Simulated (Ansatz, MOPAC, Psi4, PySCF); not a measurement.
Species: CClF, net charge 0, singlet state. SMILES: Cl[C]F
Geometry from a B3LYP-D3(BJ)/def2-TZVP (Ansatz, a quantum-chemistry and plane-wave program) optimisation:
```xyz
3

F     -1.4677    -0.2909     0.0321
C     -0.5979     0.6705    -0.0192
Cl     0.9880    -0.0826    -0.0102
```

Wanted: vertical ionisation energy to the doublet, in eV. Conventions: frozen cores in correlated levels; 6-31G* and kin with 6d, 5d where marked; open shells spin-unrestricted; dispersion terms only where a functional's name holds one; each state is the SCF solution reached for its charge and spin; 6-311+G** with 5d, 6d on Na to Ar in Ansatz; non-relativistic; PM7 with its own dispersion and hydrogen-bond terms; no spin-orbit coupling. Ab initio and DFT rows: single points at B3LYP-D3(BJ) geometries (Ansatz). Semi-empirical rows: differences of heats of formation at the shared geometry for vertical values. The Hartree-Fock reference of F[C]Cl is unstable towards a lower, spin-broken solution.

```json
[
 {"level": "AM1", "program": "MOPAC", "vertical ionisation energy to the doublet (eV)": "10.87"},
 {"level": "PM3", "program": "MOPAC", "vertical ionisation energy to the doublet (eV)": "10.35"},
 {"level": "PM6", "program": "MOPAC", "vertical ionisation energy to the doublet (eV)": "11.03"},
 {"level": "PM7", "program": "MOPAC", "vertical ionisation energy to the doublet (eV)": "11.38"},
 {"level": "PBE/6-31G*", "program": "Ansatz", "vertical ionisation energy to the doublet (eV)": "10.46"},
 {"level": "PBE/6-311+G**", "program": "Ansatz", "vertical ionisation energy to the doublet (eV)": "10.73"},
 {"level": "B3LYP/STO-3G", "program": "Ansatz", "vertical ionisation energy to the doublet (eV)": "8.98"},
 {"level": "B3LYP/6-31G*", "program": "Ansatz", "vertical ionisation energy to the doublet (eV)": "10.75"},
 {"level": "B3LYP/6-311+G**", "program": "Ansatz", "vertical ionisation energy to the doublet (eV)": "11.02"},
 {"level": "M06-2X/6-31G* (5d)", "program": "PySCF", "vertical ionisation energy to the doublet (eV)": "10.97"},
 {"level": "wB97X-D/6-31G*", "program": "Psi4", "vertical ionisation energy to the doublet (eV)": "10.85"},
 {"level": "MP2/6-31G*", "program": "Ansatz", "vertical ionisation energy to the doublet (eV)": "10.53"},
 {"level": "MP2/6-311+G**", "program": "Ansatz", "vertical ionisation energy to the doublet (eV)": "10.77"},
 {"level": "PBE0/def2-TZVPD", "program": "Ansatz", "vertical ionisation energy to the doublet (eV)": "10.84"},
 {"level": "M06-2X/def2-TZVPD", "program": "PySCF", "vertical ionisation energy to the doublet (eV)": "11.06"},
 {"level": "wB97M-V/def2-TZVPD", "program": "Ansatz", "vertical ionisation energy to the doublet (eV)": "11.00"}
]
```

No value to compare with is used here. The 13 habitual levels span 8.98 (B3LYP/STO-3G) to 11.38 eV (PM7); wB97M-V/def2-TZVPD gives 11.00.

The levels are drawn from those run, B3LYP/6-31G* more often than the rest, none by its result; runs whose electronic state is in doubt are left out.
